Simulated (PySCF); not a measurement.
# Field gradients at the hydrogen positions

Species: C7H12F (charge +1).
Geometry (PBE0-D3(BJ)/def2-SVP, Å), atoms numbered from 1 in this order:
```xyz
20
C7H12F angstrom
C      2.1130   -0.7826   -1.0198
C      1.0964   -0.4697   -0.0377
C      0.9878    0.8195    0.6276
C     -0.3050    1.4884    0.0222
C     -1.5074    0.5970    0.2628
C     -1.2873   -0.7856   -0.3200
C      0.0260   -1.4416    0.2115
F      0.2426   -2.6149   -0.4257
H      2.7297   -1.5819   -0.5476
H      2.7555    0.0606   -1.2961
H      1.6817   -1.3093   -1.8891
H      0.8010    0.6930    1.7063
H      1.8715    1.4496    0.4659
H     -0.1527    1.6720   -1.0532
H     -0.3984    2.4712    0.5064
H     -2.3986    1.0435   -0.2059
H     -1.7256    0.5330    1.3415
H     -1.2049   -0.7493   -1.4183
H     -2.0947   -1.4923   -0.0786
H     -0.0798   -1.6224    1.2981
```

Level: PBE0/pcSseg-1 (PySCF, non-relativistic); Q(2H) = 0.00286 b; rigid geometry, the same for H and D, with no vibrational averaging.

Question: Rank these positions by the coupling χzz of a deuteron there, largest first.
A. H18 (methylene hydrogen)
B. H9 (methyl hydrogen)
C. H13 (methylene hydrogen)

Answer: C (190 kHz), A (185 kHz), B (178 kHz).

Tabulate Vzz, the asymmetry η and χzz = 234.96 MHz × Q × Vzz for every hydrogen position.

```json
{"atom": "H9", "bonded to": "C1", "bond length (Å)": "1.115", "Vzz (au)": "0.2646", "η": "0.06", "χzz (kHz)": "178"}
{"atom": "H10", "bonded to": "C1", "bond length (Å)": "1.096", "Vzz (au)": "0.2874", "η": "0.04", "χzz (kHz)": "193"}
{"atom": "H11", "bonded to": "C1", "bond length (Å)": "1.104", "Vzz (au)": "0.2753", "η": "0.06", "χzz (kHz)": "185"}
{"atom": "H12", "bonded to": "C3", "bond length (Å)": "1.102", "Vzz (au)": "0.2768", "η": "0.04", "χzz (kHz)": "186"}
{"atom": "H13", "bonded to": "C3", "bond length (Å)": "1.097", "Vzz (au)": "0.2823", "η": "0.04", "χzz (kHz)": "190"}
{"atom": "H14", "bonded to": "C4", "bond length (Å)": "1.101", "Vzz (au)": "0.2777", "η": "0.04", "χzz (kHz)": "187"}
{"atom": "H15", "bonded to": "C4", "bond length (Å)": "1.100", "Vzz (au)": "0.2818", "η": "0.04", "χzz (kHz)": "189"}
{"atom": "H16", "bonded to": "C5", "bond length (Å)": "1.102", "Vzz (au)": "0.2808", "η": "0.02", "χzz (kHz)": "189"}
{"atom": "H17", "bonded to": "C5", "bond length (Å)": "1.102", "Vzz (au)": "0.2780", "η": "0.02", "χzz (kHz)": "187"}
{"atom": "H18", "bonded to": "C6", "bond length (Å)": "1.102", "Vzz (au)": "0.2760", "η": "0.05", "χzz (kHz)": "185"}
{"atom": "H19", "bonded to": "C6", "bond length (Å)": "1.100", "Vzz (au)": "0.2802", "η": "0.04", "χzz (kHz)": "188"}
{"atom": "H20", "bonded to": "C7", "bond length (Å)": "1.107", "Vzz (au)": "0.2615", "η": "0.08", "χzz (kHz)": "176"}
```

How does χzz go with the bond length over the 12 C–H bonds?

A straight-line fit has a slope of -8.9 kHz for each 0.01 Å, with a correlation coefficient of -0.88, over lengths from 1.096 to 1.115 Å. The longer bonds have the smaller couplings here.

Geometry: PBE0-D3(BJ)/def2-SVP, one conformer, isolated ion. A larger basis could move these couplings by a tenth or more.
